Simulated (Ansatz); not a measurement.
Basis-set series for CH$_{5}$NbO$_{2}$S (`[CH3][Nb]([OH])([OH])=[S]`). Total charge 0; spin multiplicity 1. Nb: def2 effective core potential. All single points use the PBE0-D4/def2-TZVP geometry. It is one conformer, not always the lowest.

| functional | basis | functions | energy (Eh) | HOMO (eV) | LUMO (eV) |
| --- | --- | --- | --- | --- | --- |
| PBE0-D4 | def2-SVP | 116 | -646.27236 | -7.56 | -1.60 |
| PBE0-D4 | def2-QZVPP | 472 | -646.68319 | -7.60 | -1.73 |
| ωB97M-V | def2-SVP | 116 | -646.43329 | -9.66 | 0.57 |
| ωB97M-V | def2-QZVPP | 472 | -646.84922 | -9.74 | 0.31 |

Problem. Give the rows for def2-TZVPP. (Best estimate.)

Solution. Computed: 
```json
{"functional": "PBE0-D4", "basis": "def2-TZVPP", "functions": "261", "energy (Eh)": "-646.65710", "HOMO (eV)": "-7.58", "LUMO (eV)": "-1.70"}
{"functional": "ωB97M-V", "basis": "def2-TZVPP", "functions": "261", "energy (Eh)": "-646.82416", "HOMO (eV)": "-9.71", "LUMO (eV)": "0.41"}
```

Positive LUMOs are unbound and depend on the basis.
